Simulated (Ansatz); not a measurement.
Au3⁻. The state is a singlet with charge -1. Geometry PBE0-D4/def2-TZVPD, basis def2-TZVPD, Ansatz.

```xyz
3

Au    0.000    0.000    0.000
Au   -2.027   -1.606   -0.072
Au    2.027    1.607    0.072
```

| run | HOMO (eV) | LUMO (eV) |
| --- | --- | --- |
| A | -1.83 | 1.65 |
| B | -1.44 | 1.07 |
| C | -3.40 | 3.14 |
| D | -1.19 | 1.04 |
| E | -1.30 | 0.93 |
| F | -3.44 | 3.27 |

In the def2 sets Au takes a core potential; there is no spin–orbit coupling. The structure comes from a short search, and lower isomers may exist.

**Question.** The runs used PBE, PBE0, r2SCAN, revPBE, ωB97M-V, ωB97X-V. Estimate which is which.

**Answer.** A PBE0 (25 % exact exchange); B r2SCAN (0 % exact exchange); C ωB97M-V (range-separated); D revPBE (0 % exact exchange); E PBE (0 % exact exchange); F ωB97X-V (range-separated). Exact exchange lowers occupied and raises empty levels; among semilocal functionals meta-GGAs tend to open the gap a little, and such runs are hard to tell apart. The gap grows from 2.23 eV (PBE) to 6.71 eV (ωB97X-V).
